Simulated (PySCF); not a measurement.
An equivalent PySCF input for S³⁺ (sulfur, charge +3), [Ne] 3s2 3p1, 2P determinant, with scalar relativity by spin-free X2C-1e:

```python
from pyscf import gto, scf, dft, mp, cc
import basis_set_exchange as bse
mol = gto.M(atom="S 0 0 0", charge=3, spin=1, symmetry="D2h",
            basis=gto.basis.parse(bse.get_basis("Sapporo-DZP-2012", elements=["S"], fmt="nwchem", header=False)),
            nucmod="G")
mf = dft.UKS(mol, xc="LDA,VWN").sfx2c1e()
mf.irrep_nelec = {'Ag': (3, 3), 'B1u': (1, 1), 'B2u': (2, 1), 'B3u': (1, 1)}
mf.kernel()
```

It reaches the same state as the run whose output follows, with an energy that differs only through the grid. The run itself started from symmetry-adapted Hartree-Fock orbitals and held the occupation by maximum overlap, on a logarithmic radial grid, so the iterations belong to that start.

```
SCF conv_tol = 1e-09
number electrons alpha = 7  beta = 6
XC functionals = LDA,VWN
    P. A. M. Dirac.,  Math. Proc. Cambridge Philos. Soc. 26, 376 (1930)
    F. Bloch.,  Z. Phys. 57, 545 (1929)
    S. H. Vosko, L. Wilk, and M. Nusair.,  Can. J. Phys. 58, 1200 (1980)
cycle= 1 E= -395.126509177787  delta_E= -0.00942  |g|= 0.0129  |ddm|= 0.101
cycle= 2 E= -395.126525189362  delta_E= -1.6e-05  |g|= 0.00441  |ddm|= 0.00498
cycle= 3 E= -395.126526293779  delta_E= -1.1e-06  |g|= 0.000154  |ddm|= 0.000743
cycle= 4 E= -395.126526300312  delta_E= -6.53e-09  |g|= 1.37e-05  |ddm|= 0.000121
cycle= 5 E= -395.12652630036  delta_E= -4.71e-11  |g|= 4.96e-07  |ddm|= 1.12e-05
converged SCF energy = -395.12652630036  <S^2> = 0.75128435  2S+1 = 2.0012839
```
